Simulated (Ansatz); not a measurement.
WSe₂, relaxed as a singlet with RKS PBE-D4/def2-TZVP in Ansatz, starting from the GFN1-xTB geometry. Force threshold 0.02 eV/Å.

In the def2 sets W takes a core potential; there is no spin–orbit coupling. The restricted singlet is unstable: a solution with broken spin symmetry lies lower. The relaxation made no stability test and no search for a lower SCF solution. At PBE-D4/def2-TZVP a triplet of charge 0 lies 0.41 eV below the restricted singlet, each at its own geometry. The structure comes from a short search, and lower isomers may exist.

Start:

```csv
atom,x (Å),y (Å),z (Å)
W1,-1.383,-0.273,-0.395
Se2,0.494,1.151,-0.262
Se3,0.890,-0.878,0.656
```

Problem. Estimate the energy that the relaxation releases and the steps that it takes.

Solution. 3.00 eV, in 11 steps; 6.5 s on 4 threads of AMD EPYC 9R45 on a shared host. No frequencies were taken in this run, so the end may be a saddle point.

Problem. Does the start keep its bonding and symmetry?

Solution. Bonds lost: Se2–Se3 (atoms count from 1). Point group Cs at the start, C2v at the end, both within 0.05 Å.

Problem. Predict the relaxed structure.

Solution. 
```xyz
3

W    -0.822   -0.216   -0.214
Se    0.166    1.753   -0.609
Se    0.656   -1.537    0.824
```
Bond lengths: 2 × Se–W 2.24 Å.
